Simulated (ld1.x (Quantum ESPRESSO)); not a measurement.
**u(r) = r·R(r): atom against pseudo-atom (titanium)**

Columns: radius, all-electron u(r) and pseudo u(r) of the 4s shell (level -4.47 eV) of titanium in the configuration [Ne] 3s2 3p6 3d2 4s2 4p0; PBE, scalar-relativistic, PAW scheme, ld1.x (Quantum ESPRESSO) 7.5.

| r (bohr) | all-electron | pseudo |
| --- | --- | --- |
| 0.120 | -0.0606 | 0.2012 |
| 0.240 | -0.1510 | 0.3776 |
| 0.360 | -0.0384 | 0.5085 |
| 0.480 | 0.1116 | 0.5809 |
| 0.600 | 0.2166 | 0.5909 |
| 0.720 | 0.2585 | 0.5440 |
| 0.840 | 0.2453 | 0.4527 |
| 0.960 | 0.1933 | 0.3335 |
| 1.080 | 0.1181 | 0.2033 |
| 1.200 | 0.0318 | 0.0762 |
| 1.320 | -0.0570 | -0.0387 |
| 1.440 | -0.1428 | -0.1378 |
| 1.560 | -0.2222 | -0.2218 |
| 1.680 | -0.2937 | -0.2937 |
| 1.800 | -0.3563 | -0.3563 |
| 1.920 | -0.4101 | -0.4101 |
| 2.040 | -0.4554 | -0.4554 |
| 2.160 | -0.4928 | -0.4928 |
| 2.280 | -0.5229 | -0.5229 |
| 2.400 | -0.5464 | -0.5464 |
| 2.520 | -0.5640 | -0.5640 |
| 2.640 | -0.5763 | -0.5763 |
| 2.760 | -0.5837 | -0.5837 |
| 2.880 | -0.5869 | -0.5869 |
| 3.000 | -0.5863 | -0.5863 |
| 3.120 | -0.5825 | -0.5825 |

Q: How many radial nodes do the two functions have?

A: The all-electron 4s function has n − l − 1 = 3 (the table is too coarse to show those close to the nucleus); the pseudo-wave has 1, since 1 lower shell of the same l stays in the valence.

Q: At about which radius was the pseudo-wave matched?

A: 1.80 bohr. The columns agree to 0.0005 from 1.56 bohr on; several derivatives are matched, so the curves merge somewhat inside the radius.

Q: Is the pseudo-wave norm-conserving?

A: No, it belongs to a PAW set: the norm inside the radius is not constrained, and the difference is carried by the augmentation charge.
